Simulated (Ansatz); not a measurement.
Cl3In (SMILES [Cl][In]([Cl])[Cl]), singlet, geometry from GFN2-xTB (such geometries of metal compounds can be far from the true shape) (all electrons, no relativity), with bond 2-1 at 1.25 times its length.

Here is a job for Ansatz (a program for electronic structure).
Ansatz 0.2 input:
```yaml
crystal:
  periodic: [false, false, false]
  atoms:
    - {symbol: In, position_ang: [-0.00000000, -0.00000000, 0.00000000]}
    - {symbol: Cl, position_ang: [2.80561995, -0.25487454, -0.55000431]}
    - {symbol: Cl, position_ang: [-0.90325628, -1.01151285, 1.85308124]}
    - {symbol: Cl, position_ang: [-1.34123968, 1.21541248, -1.41307779]}
basis:
  gaussian:
    orbitals: 3-21G.json
hamiltonian:
  xc: pbe0
scf: {lower_state_search: off}
magnetization: {spin_polarized: true}
```
The basis file holds 3-21G in the JSON format of the Basis Set Exchange.

### Question
What is the computed number of basis functions (PBE0/3-21G run with Ansatz)?

### Answer
72

### Question
What is the computed total energy (PBE0/3-21G)?

### Answer
-7090.848594 Ha
